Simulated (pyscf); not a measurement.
# H₂C=CH–SiH:, singlet

Gas-phase minimum from PySCF at ωB97X-D3(BJ)/def2-SVP, one conformer. H₂C=CH–SiH: [singlet] lies 13.0 kcal/mol over its isomer HC≡C–SiH₃, and others may lie lower still (electronic energy, ωB97M-D3(BJ)). 

SMILES: C=C[SiH]
```xyz
7

C     -0.7437    -0.4098    -0.3416
C     -0.0320     0.7334    -0.3409
Si     0.9908     1.1164    -1.8738
H     -1.3719    -0.7230     0.5029
H     -0.7229    -1.0879    -1.2057
H     -0.0893     1.3744     0.5490
H      1.5608     2.4484    -1.3786
```

Bonds (Å): C1–C2 1.347, C1–H4 1.098, C1–H5 1.099, C2–Si3 1.882, C2–H6 1.098, Si3–H7 1.531. Bond angles (°): C2–C1–H4 123.0, C2–C1–H5 121.0, H4–C1–H5 116.1, C1–C2–Si3 117.4, C1–C2–H6 117.9, Si3–C2–H6 124.7, C2–Si3–H7 96.7.

Properties at ωB97X-D3(BJ)/def2-SVP:

| Item | Value |
|---|---|
| Harmonic wavenumbers, unscaled | 149, 295, 502, 684, 832, 1026, 1044, 1055, 1285, 1420, 1668, 2066, 3134, 3176, 3231 cm⁻¹ |
| Zero-point energy | 30.8 kcal/mol |
| Rotational symmetry number | 1 |
| Entropy of this conformer at 298 K and 1 atm, rigid rotor and harmonic oscillator, modes under 100 cm⁻¹ raised to 100 | 278.7 J/(mol K) |
| Dipole moment | 1.58 D |

Single-point totals, which compare only within one level (frozen core for MP2 and CC):

```tsv
level	total energy (hartree)
ωB97X-D3(BJ)/def2-TZVP	-368.11383
PBE/def2-TZVP	-367.79341
r²SCAN/def2-TZVP	-367.96986
B3LYP-D3(BJ)/def2-TZVP	-368.09072
PBE0-D3(BJ)/def2-TZVP	-367.83308
M06-2X/def2-TZVP	-367.99392
ωB97M-D3(BJ)/def2-TZVP	-368.12122
HF/def2-TZVPP	-366.94906
MP2/def2-TZVPP	-367.37345
CCSD/def2-TZVPP	-367.41129
CCSD(T)/def2-TZVPP	-367.43260
```

Soft torsions are taken as harmonic, which can shift the entropy by several J/(mol K). The CCSD(T) − MP2 part came from Ansatz, without density fitting, on the same reference.
